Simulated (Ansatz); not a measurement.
# How methods differ on CH5AlO2 (SMILES C[Al](O)O)

The species is CH5AlO2 (9 atoms), meant as a singlet with charge 0. SMILES: `C[Al](O)O`. Geometry: relaxed at PBE0-D4/def2-TZVP. This is one conformer, not always the lowest.

Each level gives the electronic atomisation energy (eV). The values are calculated. Electronic energies at fixed atoms, without zero-point motion or spin-orbit coupling.

```json
{"level": "HF/def2-SVP", "kind": "Hartree–Fock", "program": "Ansatz", "value (eV)": "25.82", "less CCSD(T)/def2-SVP": "-7.58"}
{"level": "PBE/def2-SVP", "kind": "GGA", "program": "Ansatz", "value (eV)": "35.61", "less CCSD(T)/def2-SVP": "+2.21"}
{"level": "CAM-B3LYP/def2-SVP", "kind": "range-separated hybrid", "program": "Ansatz", "value (eV)": "35.35", "less CCSD(T)/def2-SVP": "+1.95"}
{"level": "B2PLYP/def2-SVP", "kind": "double hybrid", "program": "Ansatz", "value (eV)": "34.61", "less CCSD(T)/def2-SVP": "+1.21"}
{"level": "PBE-QIDH/def2-SVP", "kind": "double hybrid", "program": "Ansatz", "value (eV)": "34.53", "less CCSD(T)/def2-SVP": "+1.13"}
{"level": "RPA@PBE/def2-SVP", "kind": "RPA", "program": "Ansatz", "value (eV)": "32.01", "less CCSD(T)/def2-SVP": "-1.39"}
{"level": "CCSD(T)/def2-SVP", "kind": "coupled cluster or CI", "program": "Ansatz", "value (eV)": "33.40", "less CCSD(T)/def2-SVP": "0.00"}
{"level": "CCSD/def2-SVP", "kind": "coupled cluster or CI", "program": "Ansatz", "value (eV)": "33.14", "less CCSD(T)/def2-SVP": "-0.26"}
```

CCSD(T)/def2-SVP is the highest level here, not the true value. The values span 25.82 to 35.61 eV.
